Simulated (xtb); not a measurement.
xtb input:

```bash
xtb mol.xyz --gfn 2 --sp --chrg 0 --uhf 0
```
mol.xyz:
```
4

Si    -0.36500329    -0.33486679    -0.05555181
O     -1.47066482    -1.34923935    -0.22382837
Cl    -0.40165457     1.56710758    -0.72588034
Cl     1.39432308    -0.65639877     0.87695989
```

Problem. What final total energy does it print?

Solution. -15.02684 Eh (GFN2-xTB).
